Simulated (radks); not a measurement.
Q: The table gives one normalised radial function P(r) = r R(r) of Eu2+ in [Xe] 4f7 (r in bohr). Method: scalar-relativistic Kohn-Sham, AM05, spin-polarised, spherical densities, point nucleus; open shells are filled with parallel spins first (spin-orbit coupling, left out, can overturn this in heavy ions); computed with a radial shooting solver on a logarithmic mesh with Libxc functionals.

| r | P |
|---|---|
| 0.002443 | 0.0000 |
| 0.003232 | 0.0000 |
| 0.004276 | 0.0000 |
| 0.005658 | 0.0000 |
| 0.007486 | 0.0000 |
| 0.009905 | 0.0000 |
| 0.01311 | 0.0001 |
| 0.0172 | 0.0002 |
| 0.02276 | 0.0005 |
| 0.03012 | 0.0014 |
| 0.03985 | 0.0037 |
| 0.05272 | 0.0095 |
| 0.06976 | 0.0229 |
| 0.0923 | 0.0522 |
| 0.1221 | 0.1109 |
| 0.1616 | 0.2159 |
| 0.2138 | 0.3799 |
| 0.2829 | 0.5948 |
| 0.3743 | 0.8155 |
| 0.4952 | 0.9679 |
| 0.6553 | 0.9912 |
| 0.867 | 0.8863 |
| 1.147 | 0.7087 |
| 1.518 | 0.5177 |
| 2.008 | 0.3462 |
| 2.657 | 0.2085 |
| 3.516 | 0.1097 |
| 4.652 | 0.0474 |

Which n and l does it have? It may be an empty orbital.

A: n = 4, l = 3: the number of nodes gives n - l - 1 = 0, the rise at small r (about r^(l+1), flatter next to the nucleus through relativity) gives l, and the extent must fit the shell. The curve is that of 4f down; the table hardly tells the two spins apart. 4f down (empty): eigenvalue -12.900 eV, 0 radial nodes, <r> = 1.02 bohr, 90 % of the charge inside 1.85 bohr.
